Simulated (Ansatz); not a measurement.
CH5AlF2Si (`F[CH](F)[AlH][SiH3]`). Charge 0, multiplicity 1. Geometry: relaxed with PBE0-D4/def2-TZVP. It is one conformer, not always the lowest.

```xyz
10

F     2.982   -0.546    0.741
C     1.684   -0.261    0.830
F     1.531    1.151    0.240
Al    0.474   -0.232   -0.726
Si   -1.912    0.076   -0.283
H     1.429   -0.101    1.879
H     1.152   -0.491   -2.130
H    -2.662   -1.192   -0.521
H    -2.516    1.117   -1.163
H    -2.163    0.480    1.131
```

Problem. What is the dipole moment at PBE/def2-TZVPP? (An estimate is asked.)

Solution. Computed: 1.08 D, with components (-0.20, -0.40, 0.99) D in this frame, pointing from negative to positive charge.

Problem. And with r2SCAN, B3LYP, ωB97M-V? (Best estimate.)

Solution. Ansatz gave: r2SCAN 1.14 D, B3LYP 1.17 D, ωB97M-V 1.16 D.

Problem. Give the Mulliken charges with PBE, ωB97M-V, B3LYP in def2-TZVPP. (Estimate.)

Solution. The calculation gave: 
```
atom    PBE  ωB97M-V  B3LYP
  F1  -0.13    -0.17  -0.18
  C2   0.07     0.06   0.10
  F3  -0.15    -0.19  -0.21
 Al4   0.38     0.42   0.45
 Si5  -0.04    -0.09   0.02
  H6   0.13     0.15   0.14
  H7  -0.12    -0.11  -0.14
  H8  -0.04    -0.03  -0.06
  H9  -0.04    -0.02  -0.06
 H10  -0.05    -0.03  -0.06
```

B3LYP here is the variant with VWN-RPA as its local correlation; programs differ in this.
